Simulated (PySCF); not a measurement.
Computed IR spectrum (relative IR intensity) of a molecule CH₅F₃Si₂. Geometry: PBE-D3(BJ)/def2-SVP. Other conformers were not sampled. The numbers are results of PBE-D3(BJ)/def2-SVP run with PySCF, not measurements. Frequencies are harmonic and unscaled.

Lines under 2 % of the strongest are left out, and lines within 2 cm⁻¹ are merged.

| ν (cm⁻¹) | relative intensity |
|---|---|
| 130 | 4.6 |
| 250 | 6.9 |
| 315 | 5.4 |
| 623 | 24 |
| 669 | 30 |
| 737 | 25 |
| 768 | 100 |
| 789 | 16 |
| 798 | 7.6 |
| 819 | 73 |
| 881 | 44 |
| 896 | 12 |
| 922 | 80 |
| 1217 | 11 |
| 1373 | 2.5 |
| 1380 | 2.9 |
| 2164 | 55 |
| 2177 | 65 |

Question: Which molecule gave these data?
A. FC(F)[Si@@H](F)[SiH3]
B. C[Si](F)(F)[SiH2]F
C. C[SiH2][Si](F)(F)F
D. C[Si@H](F)[SiH](F)F

Answer: D, C[Si@H](F)[SiH](F)F
